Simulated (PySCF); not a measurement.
**SMILES n1c(/C=C/O)ncnc1, C5H5N3O**

Molfile (atoms numbered from 1):
```
C5H5N3O
     RDKit          3D

 14 14  0  0  0  0  0  0  0  0999 V2000
    3.3441   -0.7611    0.2983 O   0  0  0  0  0  0  0  0  0  0  0  0
    2.0161   -0.7396    0.2975 C   0  0  0  0  0  0  0  0  0  0  0  0
    1.2329    0.3047   -0.0404 C   0  0  0  0  0  0  0  0  0  0  0  0
   -0.2134    0.2225   -0.0072 C   0  0  0  0  0  0  0  0  0  0  0  0
   -0.9022    1.3188   -0.3635 N   0  0  0  0  0  0  0  0  0  0  0  0
   -2.2203    1.1969   -0.3176 C   0  0  0  0  0  0  0  0  0  0  0  0
   -2.8960    0.1090    0.0418 N   0  0  0  0  0  0  0  0  0  0  0  0
   -2.1183   -0.9200    0.3759 C   0  0  0  0  0  0  0  0  0  0  0  0
   -0.7973   -0.9284    0.3729 N   0  0  0  0  0  0  0  0  0  0  0  0
    3.6860    0.0976    0.0159 H   0  0  0  0  0  0  0  0  0  0  0  0
    1.5725   -1.6896    0.6101 H   0  0  0  0  0  0  0  0  0  0  0  0
    1.6521    1.2640   -0.3560 H   0  0  0  0  0  0  0  0  0  0  0  0
   -2.8101    2.0775   -0.6040 H   0  0  0  0  0  0  0  0  0  0  0  0
   -2.6220   -1.8463    0.6819 H   0  0  0  0  0  0  0  0  0  0  0  0
  1  2  1  0
  2  3  2  0
  3  4  1  0
  4  5  2  0
  5  6  1  0
  6  7  2  0
  7  8  1  0
  8  9  2  0
  9  4  1  0
  1 10  1  0
  2 11  1  0
  3 12  1  0
  6 13  1  0
  8 14  1  0
M  END
```

Method: quadratic response CAM-B3LYP/aug-cc-pVDZ first hyperpolarisability, Taylor convention, gas phase (PySCF). Geometry: PBE0-D3(BJ)/def2-SVP.

Q: Give the tensor of the second harmonic β(−2ω;ω,ω) at 1907 nm in the axes of these coordinates.

A: In au, Taylor convention; rows are the first index (the induced dipole):
|  | xx | yy | zz | xy | xz | yz |
| --- | --- | --- | --- | --- | --- | --- |
| x | +965.7 | -39.6 | -2.3 | -84.3 | +23.2 | +14.1 |
| y | -90.3 | -23.8 | -10.3 | -37.7 | +13.4 | +0.7 |
| z | +25.2 | +0.7 | +10.6 | +13.4 | -2.4 | -10.2 |

Norm of βᵢ = ⅓ Σⱼ (βᵢⱼⱼ + βⱼᵢⱼ + βⱼⱼᵢ): 933.4 au, hyper-Rayleigh value 397.6 au.
